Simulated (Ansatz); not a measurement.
`C[Si](S)(Cl)Cl` + `S=C1C[SiH2]1` → `S[SiH](Cl)Cl` + `CC1[SiH2]C1=S`  (redistribution)

Computed with Ansatz on PBE0-D4/def2-TZVP structures; ΔE is electronic, products minus reactants. CCSD(T)/CBS adds triple-zeta CCSD(T) − MP2 to the extrapolated MP2 energy (def2 sets, frozen cores). Functionals use def2-TZVPP. Each species was taken in one conformer, which may not be the lowest.

```json
{"level": "BHLYP-D4", "ΔE (kcal/mol)": "12.5"}
{"level": "MP2/def2-SVP", "ΔE (kcal/mol)": "9.4"}
```

What does CCSD(T)/CBS give? (An estimate is asked.)

Ansatz gave: +12.2 kcal/mol. The listed levels differ from it by 0.3, -2.8 kcal/mol.

What do rigid-rotor, harmonic-oscillator terms from PBE0-D4/def2-TZVP frequencies (298.15 K, 1 bar) make of the CCSD(T)/CBS value? (Best estimate.)

Computed: ΔZPE = +0.2 kcal/mol, ΔH = +12.1 kcal/mol, ΔS = -6 J/(mol·K), ΔG = +12.6 kcal/mol.

Largest T1 diagnostic among the species: 0.017.

At CCSD(T), def2-SVP lies −3.0 kcal/mol from the extrapolated value and def2-TZVPP −0.1 kcal/mol. From BLYP to BHLYP (50 % exact exchange), in def2-TZVPP and without D4, ΔE moves by +1.1 kcal/mol.
